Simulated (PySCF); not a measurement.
# C₆ coefficients of unlike pairs at PBE

Calculated with PySCF 2.14 from the dipole response of each species, C₆(A,B) = (3/π) ∫ α_A(iu) α_B(iu) du, in atomic units, from isotropic polarisabilities. For ions this is the dispersion term alone; charge-induced terms of lower order in 1/R come first.

| species | configuration | basis | relativity | α (bohr³) | C₆ (like pair) |
| --- | --- | --- | --- | --- | --- |
| Ru | [Kr] 4d7 5s1 (5F) | x2c-TZVPPall with one added diffuse shell each of s, p, d, f type (9s7p7d3f1g) | spin-free X2C | 58.68 | 546.6 |
| Zr | [Kr] 4d2 5s2 (3F) | aug-cc-pwCVTZ-PP with ECP28MDF (8s8p7d4f3g) | core potential | 121.0 | 1683 |
| S | [Ne] 3s2 3p4 (3P) | dyall-av3z (19s12p3d2f) | spin-free X2C | 20.54 | 142.8 |
| Te³⁺ | [Kr] 4d10 5s2 5p1 (2P) | aug-cc-pwCVTZ-PP with ECP28MDF (8s7p6d4f1g) | core potential | 10.39 | 55.04 |

**Question.** Estimate C₆ for Te³⁺ with Ru.

**Answer.** The integral gives 157.4. The combination rule 2 C_A C_B / (C_A α_B/α_A + C_B α_A/α_B) gives 147.6 and the geometric mean 173.4.

No spin-orbit coupling is included.

The other pairs:

| pair | C₆ |
| --- | --- |
| S, Ru | 268.8 |
| Te³⁺, S | 86.19 |
| Zr, Ru | 942.6 |
| Te³⁺, Zr | 248.4 |
| S, Zr | 440.8 |
